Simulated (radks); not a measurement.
Neutral cadmium, [Kr] 4d10 5s2. Method: non-relativistic Kohn-Sham, exchange-only LDA, spin-polarised, spherical densities, point nucleus; computed with a radial shooting solver on a logarithmic mesh with Libxc functionals. Every spin shell is full or empty, so the densities are truly spherical. Functionals are evaluated on that one density, not self-consistently. Rank these exchange functionals by their error against the exact value of the orbitals, and give that value: LDA, revPBE, RPBE, PW91, B86b, G96, revTPSS, SCAN, TASK.

Answer. Exact: -148.615 hartree. From best to worst, with 100 (|E| - |E exact|)/|E exact| (equal figures are ties): PW91 +0.05, B86b +0.05, RPBE -0.18, SCAN +0.21, revPBE -0.23, G96 +0.39, revTPSS -0.87, TASK -2.24, LDA -4.88.
